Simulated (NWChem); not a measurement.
Species: SiH2SO, singlet; SMILES O[Si]S

```xyz
5

Si    -0.6835    -0.6620     0.0000
O      0.6986    -1.5878     0.0000
H      1.5817    -1.1994     0.0000
S      0.2110     1.3251     0.0000
H     -0.9773     1.9677     0.0000
```
Atoms are numbered in this order, from 1.

Results from NWChem. Low-valent species are run as closed-shell singlets; no triplet was tried in these runs. All runs use the structure optimised with PBE0/def2-SVP. Ions are spin-unrestricted doublets at the neutral geometry; other ion states weren't tried.

Order these by “−ε(HOMO) (eV)”, lowest first: PBE/aug-cc-pVTZ; PBE/cc-pVDZ; PBE/cc-pVTZ.

PBE/cc-pVDZ (5.84), PBE/cc-pVTZ (5.96), PBE/aug-cc-pVTZ (6.06)
